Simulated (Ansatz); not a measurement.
Wavefunction ladder for CH$_{6}$Cl$_{2}$O$_{2}$Si$_{2}$ (`O[Si](O)(Cl)C[SiH2]Cl`)

```
atom   x (Å)   y (Å)   z (Å)
  O1  -0.574  -2.288  -1.009
 Si2   0.299  -1.128  -0.278
  O3   1.249  -0.429  -1.407
 Cl4   1.519  -1.934   1.173
  C5  -0.897   0.038   0.526
 Si6  -0.406   1.831   0.480
 Cl7   1.588   2.030   1.000
  H8  -0.101  -2.951  -1.517
  H9   1.969   0.123  -1.093
 H10  -1.853  -0.051  -0.003
 H11  -1.063  -0.273   1.560
 H12  -1.178   2.641   1.451
 H13  -0.553   2.390  -0.883
```

Total charge 0; spin multiplicity 1. Geometry: relaxed with PBE0-D4/def2-TZVP. It is one conformer, not always the lowest. Frozen core, restricted reference, Ansatz 0.2.0. CBS rows extrapolate triple and quadruple zeta; past MP2 they add the triple-zeta difference.

```tsv
basis	HF (Eh)	MP2 corr.
def2-TZVPP	-1688.33742	-1.26865
def2-QZVPP	-1688.39038	-1.37854
```

Q: Estimate the CCSD correlation energy and the (T) correction in each basis where they were run (hartree).

A: 
```json
{"basis": "def2-TZVPP", "CCSD corr.": "-1.33077", "(T)": "-0.05276"}
{"basis": "CBS(def2)", "CCSD corr.": "-1.52205", "(T)": "as TZ"}
```
